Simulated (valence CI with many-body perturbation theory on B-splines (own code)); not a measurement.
Values are calculated unless marked as measured or tabulated.
# A CI+MBPT run for Xe⁴⁸⁺

Method: configuration interaction combined with many-body perturbation theory (CI+MBPT): four valence electrons over a frozen Dirac-Fock core [He], a basis of 6 s, 6 p, 5 d, 3 f, 1 g functions for each j, with the one-electron correlation potential Σ1 (screened to all orders), the two-electron term Σ2, the three-electron term Σ3, Breit, model QED; selected single and double excitations, second order for the rest, scaled by the run's own slope (own B-spline code, finite nucleus).

Command, and the settings that its task file holds:

```sh
python run_cv.py task.json out
```

```
atom Xe  Z=54  mass_number=132  rms_radius_fm=4.7859
core [He]
valence 2s2 2p2
avg = 1
basis = S
breit = 1
cap = 10000
capref = 1200
cscale = 1
de = 0.0
dress = 0
eps = 2e-08
extrap = 1
h = 0.27
hh = 1
l2 = 3
lcore = 6
maxit = 60
n2 = 5
natural = 0
nlev = 20
nno = [3, 3, 3, 2, 1]
nroot = 26
nsp = [3, 3, 2, 1, 0]
pt2 = 1
qed = 1
rpa = 1
s1 = 1
s2 = 1
s3 = 1
screen = 1
tol = 2e-05
whole = 1
```

It took 13 s on 1 thread of Arm Neoverse N1, with other jobs on the host.

Log. The first blocks belong to the next ion, which gives the ionisation energy. Fields: 2J, parity (1 odd), roots, reference size, generating configurations, candidates as configurations/state functions, variational space P, stored matrix elements, Davidson steps; e2 is the range of second-order energies in hartree. The first line gives the box (bohr), its intervals, the orbitals and the steps of their self-consistent field. Window is the range of levels sought, series limit the energy at which the first omitted orbital would enter, core excitation an estimate of the first excitation out of the core, left out the lowest levels not solved, and shifts from estimates the range by which levels moved from their first estimate, all in cm⁻¹.

```
rmax 1.2 intervals 54 orbitals 36 references ['2s2 2p2', '2s 2p3', '2p4'] scf 2 t 0.5
2J=1 par=1 roots 2 ref 40 generators 2 cand 653/925 P 485/735 nnz 0 it 0
2J=1 par=1 roots 2 ref 40 generators 2 cand 200/230 P 518/774 nnz 0 it 0
   second order: generators 4 cand 519/654 e2 -0.00000 -0.00000
reference levels 448, estimated 292, window 40637625 1/cm; series limit 54856108, core excitation 241769451
2J=0 par=0 roots 7 ref 28 generators 12 cand 2180/3519 P 2265/3429 nnz 9.1e+05 it 4
2J=0 par=0 roots 7 ref 28 generators 15 cand 2037/3526 P 2451/3738 nnz 1.1e+06 it 3
   second order: generators 20 cand 2409/3889 e2 -0.00001 -0.00000
2J=2 par=0 roots 6 ref 58 generators 12 cand 3444/11967 P 1434/4194 nnz 1.8e+06 it 5
2J=2 par=0 roots 6 ref 58 generators 15 cand 3610/13962 P 2429/7738 nnz 5e+06 it 5
   second order: generators 17 cand 2615/10418 e2 -0.00001 -0.00000
2J=4 par=0 roots 6 ref 64 generators 13 cand 4172/20399 P 1437/4587 nnz 2.3e+06 it 5
2J=4 par=0 roots 6 ref 64 generators 14 cand 3914/19664 P 2277/8229 nnz 6.3e+06 it 5
   second order: generators 16 cand 3074/16022 e2 -0.00003 -0.00000
2J=4 par=1 roots 6 ref 67 generators 10 cand 4021/18665 P 1308/4398 nnz 2.2e+06 it 4
2J=4 par=1 roots 6 ref 67 generators 11 cand 3821/19201 P 2116/7953 nnz 6.1e+06 it 5
   second order: generators 15 cand 4194/23505 e2 -0.00002 -0.00000
2J=2 par=1 roots 8 ref 62 generators 15 cand 3438/11955 P 1508/4385 nnz 1.9e+06 it 5
2J=2 par=1 roots 8 ref 62 generators 17 cand 3608/13838 P 2591/8101 nnz 5.3e+06 it 5
   second order: generators 21 cand 2525/10122 e2 -0.00002 -0.00000
2J=6 par=1 roots 2 ref 47 generators 4 cand 2138/11916 P 1093/3550 nnz 1.5e+06 it 4
2J=6 par=1 roots 2 ref 47 generators 6 cand 2492/15066 P 1586/5851 nnz 3.9e+06 it 4
   second order: generators 7 cand 2704/17948 e2 -0.00002 -0.00000
2J=0 par=1 roots 4 ref 24 generators 10 cand 2154/3328 P 2179/3375 nnz 8.9e+05 it 4
2J=0 par=1 roots 4 ref 24 generators 10 cand 1555/2477 P 2354/3655 nnz 1e+06 it 3
   second order: generators 11 cand 1380/2197 e2 -0.00001 -0.00000
2J=6 par=0 roots 1 ref 41 generators 5 cand 2973/15340 P 1037/3553 nnz 1.6e+06 it 4
2J=6 par=0 roots 1 ref 41 generators 6 cand 3139/17207 P 1361/4912 nnz 2.8e+06 it 4
   second order: generators 6 cand 2815/15848 e2 -0.00002 -0.00002
left out: unestimated 58875623, estimated 43369531, shifts from estimates -4 to 16
operators 0.2
```

The Davidson iterations converged.

No measured spectrum was set against this ion. As an estimate, large intervals hold to a few tenths of a per cent, small ones and those within an open d or f shell to about a per cent.

```
Valence energy                            : -1382.158 hartree
Ionisation energy                         : 8971.6 eV (NIST: 8971 ± 4 eV (theoretical))
Reference configurations for the orbitals : 2s2 2p2, 2s 2p3, 2p4
Radial orbitals                           : 36
Box radius                                : 1.191 bohr
Largest variational space                 : 8229
Lowest levels                             : (2s^2 2p1/2^2) J=0 0.0, (2s^2 2p1/2 2p3/2) J=1 332.4, (2s^2 2p1/2 2p3/2) J=2 348.3, (2s 2p1/2^2 2p3/2) J=2 518.3, (2s 2p1/2^2 2p3/2) J=1 579.6, (2s^2 2p3/2^2) J=2 693.2, (2s^2 2p3/2^2) J=0 733.9, (2s 2p1/2 2p3/2^2) J=2 [a] 834.6, (2s 2p1/2 2p3/2^2) J=3 869.9, (2s 2p1/2 2p3/2^2) J=0 907.2, (2s 2p1/2 2p3/2^2) J=1 [a] 922.1, (2s 2p1/2 2p3/2^2) J=2 [b] 932.5, (2s 2p1/2 2p3/2^2) J=1 [b] 936.0, (2p1/2^2 2p3/2^2) J=2 1132.7 eV
```

Levels are named by their leading jj configuration (3d3/2^4 stands for four electrons in 3d with j = 3/2), which in mixed levels can hold well under half, so a name can repeat and another be missing. Letters in brackets count levels of one name in rising energy.
